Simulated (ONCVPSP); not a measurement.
**Reading a pseudo-wave (B)**

Columns: radius, all-electron u(r) and pseudo u(r) of the 2s shell (level -11.60 eV) of boron in the configuration [He] 2s2 2p0.75; PBEsol, scalar-relativistic, ONCV scheme, ONCVPSP 4.0.1.

| r (bohr) | all-electron | pseudo |
| --- | --- | --- |
| 0.108 | -0.2825 | 0.0465 |
| 0.215 | -0.2981 | 0.0980 |
| 0.322 | -0.1957 | 0.1557 |
| 0.430 | -0.0466 | 0.2169 |
| 0.538 | 0.1109 | 0.2790 |
| 0.645 | 0.2567 | 0.3437 |
| 0.752 | 0.3842 | 0.4154 |
| 0.860 | 0.4921 | 0.4942 |
| 0.968 | 0.5787 | 0.5723 |
| 1.075 | 0.6442 | 0.6393 |
| 1.182 | 0.6914 | 0.6895 |
| 1.290 | 0.7225 | 0.7222 |
| 1.398 | 0.7396 | 0.7396 |
| 1.505 | 0.7449 | 0.7449 |
| 1.612 | 0.7407 | 0.7406 |
| 1.720 | 0.7286 | 0.7286 |
| 1.828 | 0.7103 | 0.7103 |
| 1.935 | 0.6876 | 0.6875 |
| 2.042 | 0.6614 | 0.6614 |
| 2.150 | 0.6324 | 0.6324 |
| 2.258 | 0.6019 | 0.6019 |
| 2.365 | 0.5707 | 0.5707 |
| 2.472 | 0.5392 | 0.5392 |
| 2.580 | 0.5075 | 0.5074 |
| 2.688 | 0.4762 | 0.4762 |
| 2.795 | 0.4460 | 0.4460 |

How many radial nodes do the two functions have?

The all-electron 2s function has n − l − 1 = 1; the pseudo-wave has 0, since the states of the same l below it are removed with the core.

At about which radius was the pseudo-wave matched?

1.55 bohr. The columns agree to 0.0005 from 1.29 bohr on; several derivatives are matched, so the curves merge somewhat inside the radius.

Where does each function peak?

Outermost all-electron maximum near 1.50 bohr, pseudo maximum near 1.50 bohr (to the table’s step).

Is the pseudo-wave norm-conserving?

Yes: the ONCV scheme keeps the norm inside the radius equal to the all-electron one, which fixes the energy derivative of the logarithmic derivative at the level.
